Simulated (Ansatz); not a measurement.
Species: CrO (charge 0, quintet). The spin state was set by rule; other spins were not relaxed. 
Geometry from a B3LYP-D3(BJ)/def2-TZVP (Ansatz, a first-principles code) optimisation:
```xyz
2

Cr     0.0000     0.0000    -0.4030
O      0.0000     0.0000     1.2090
```
Charge 0, spin multiplicity 5.

Parts of the frozen-core correlation energy in def2-SVP (Ansatz, hartree). Frozen orbitals: 10; correlated occupied orbitals by spin: 8 and 4; virtual: 27 and 31. UHF or UKS for open shells. No spin-orbit coupling. Non-relativistic. The program attaches cautions to this run: large difference.

```json
[
 {"term": "reference (HF)", "value": "-1117.93184"},
 {"term": "MP2 opposite-spin", "value": "-0.12988"},
 {"term": "MP2 same-spin", "value": "-0.08950"},
 {"term": "CCSD correlation", "value": "-0.27621"},
 {"term": "(T)", "value": "-0.01517"},
 {"term": "CCSDT minus CCSD(T)", "value": "-0.00512"},
 {"term": "T1 diagnostic", "value": "0.117"},
 {"term": "largest doubles amplitude", "value": "0.132"},
 {"term": "<S^2> of the reference", "value": "6.875"}
]
```
